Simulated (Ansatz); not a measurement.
Ansatz (a quantum-chemistry and plane-wave program) input (RPA@PBE/def2-QZVPP):
A basis named .json is the Basis Set Exchange file of that set.

Ansatz 0.2 input:
```yaml
crystal:
  periodic: [false, false, false]
  atoms:
    - {symbol: W, position_ang: [0.06833537, 0.12437509, 0.10256563]}
    - {symbol: O, position_ang: [1.30943601, -0.68607671, -0.68606428]}
    - {symbol: O, position_ang: [-0.63794453, -1.05820541, 1.06265526]}
    - {symbol: F, position_ang: [-1.15874995, 0.52783339, -1.17806493]}
basis:
  gaussian:
    orbitals: def2-QZVPP.json
hamiltonian:
  xc: pbe
total_charge: 1
magnetization: {spin_polarized: false}
correlation: {method: rpa, electrons: outside_noble_gas}
```

Output:

```
Functional definition: PBE
integrals: 0.62 GiB planned
1609 factors; integrals over basis functions are off by at most 4.8e-4 eV
mean field: 1.51 GiB planned
mean field evaluation 1: about -8588.0754 eV, gradient 1.6e2 eV
mean field evaluation 2: about -8588.0779 eV, gradient 1.6e2 eV
mean field evaluation 4: about -8610.7096 eV, gradient 1.0e2 eV
mean field evaluation 8: about -8629.1522 eV, gradient 4.2e0 eV
mean field evaluation 16: about -8629.1797 eV, gradient 1.1e-3 eV
mean field evaluation 32: about -8588.3550 eV, gradient 8.3e1 eV
mean field -8629.17965372 eV, -317.1165032063 hartree, gradient 9.7e-6 eV, S^2 0.000000; 0 other end points of the search recorded, 0 dependent functions left out
7 core orbitals not correlated
reference -8580.36431531 eV, -315.3225726078 hartree; 12, 12 occupied and 233, 233 virtual orbitals, 1609 factors
Total energy: -8622.11342612 eV, -316.8568241313 hartree
```
